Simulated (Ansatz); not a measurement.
**A geometry optimisation of F2H2Si3 with PBE0-D3(BJ)/def2-SVP**

The starting geometry of this gas-phase singlet was optimised with GFN2-xTB.

```xyz
7

F    -2.3168   -0.9573    1.2100
F    -0.4476   -1.4016   -0.2999
Si   -0.8436   -1.6305    1.2675
Si    0.0296   -0.0186    2.6611
Si    1.4806    1.0843    1.3033
H    -1.1165   -3.0579    1.2450
H     2.7186    0.4833    1.9438
```

Q: Predict what becomes of its bonds when it is optimised with PBE0-D3(BJ)/def2-SVP.

A: A new bond forms, giving a structure with H7 bridging Si5 and Si4, given below by its coordinates. Distances that change by over a tenth: Si5–H7 (1.52 → 1.71 Å). Contacts that close: Si4–H7 (2.83 → 1.69 Å).

The energy falls by 1.09 eV over 19 steps:

```csv
step,E − E(last) (eV)
1,1.089
3,0.651
5,0.517
7,0.227
9,0.030
11,0.011
13,0.003
15,0.000
17,0.000
19,0.000
```

Final geometry (Å):

```json
{"atom": "F", "x (Å)": "-2.2555", "y (Å)": "-0.9590", "z (Å)": "1.2476"}
{"atom": "F", "x (Å)": "-0.2767", "y (Å)": "-1.0708", "z (Å)": "-0.4048"}
{"atom": "Si", "x (Å)": "-0.6763", "y (Å)": "-1.3110", "z (Å)": "1.1679"}
{"atom": "Si", "x (Å)": "0.2705", "y (Å)": "0.0832", "z (Å)": "2.8390"}
{"atom": "Si", "x (Å)": "1.2109", "y (Å)": "0.8543", "z (Å)": "0.9854"}
{"atom": "H", "x (Å)": "-0.5008", "y (Å)": "-2.7688", "z (Å)": "1.3948"}
{"atom": "H", "x (Å)": "1.7322", "y (Å)": "-0.3264", "z (Å)": "2.1007"}
```

Frequencies at the end are all real (lowest 52 cm⁻¹). Run with Ansatz 0.2.0, 66 s on 1 thread of Arm Neoverse V2, with other jobs on the host.
